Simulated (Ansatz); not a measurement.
A made-up structure of BSiH₄Br, singlet:

```
7
angstrom
Si 2.3225 -1.1033 -0.5360
B 0.7984 -0.6401 0.4961
Br -0.6811 0.4876 -0.2686
H -1.9726 -0.2917 -0.2004
H -0.4274 0.9029 -1.6980
H -0.8460 1.7222 0.5850
H 0.7915 -1.0649 1.6106
```

It is relaxed with PBE-D4/def2-SVP and then PBE0-D4/def2-TZVP (Ansatz 0.2.0). Atoms count as bonded within 1.22 times the sum of their covalent radii (H–H: 0.88 Å). The end point is not checked to be a true minimum.

Q: Does its bonding change? (A judgement: the text doesn't fix the answer.)

A: By the calculation: Yes. Formed: Si1–H5; broken: Br3–H5.

Where it ends: The first stage lowers the energy by 5.94 eV in 14 steps. It ends as BSiH₄Br ([SiH][BH][BrH2]):
```
7
angstrom
Si 1.8480 -0.5984 -1.1343
B 0.7927 -0.6266 0.4689
Br -0.7729 0.4484 -0.0371
H -2.2453 -0.0518 0.2314
H 0.9282 0.2539 -2.0032
H -1.3076 1.6173 0.8780
H 0.7423 -1.0302 1.5850
```

Labels in which every atom is bracketed show which atoms are joined, not bond orders.

For scale, one of the runs: PBE0-D4/def2-TZVP relaxation, 140 basis functions, launched by `ansatz run in.yaml --threads 2 --pin off --events-out ev --progress --plain --max-ram 4352MiB`. Hardware: 2 CPU threads of an Arm Neoverse V1, shared host. Wall time about 34 s.
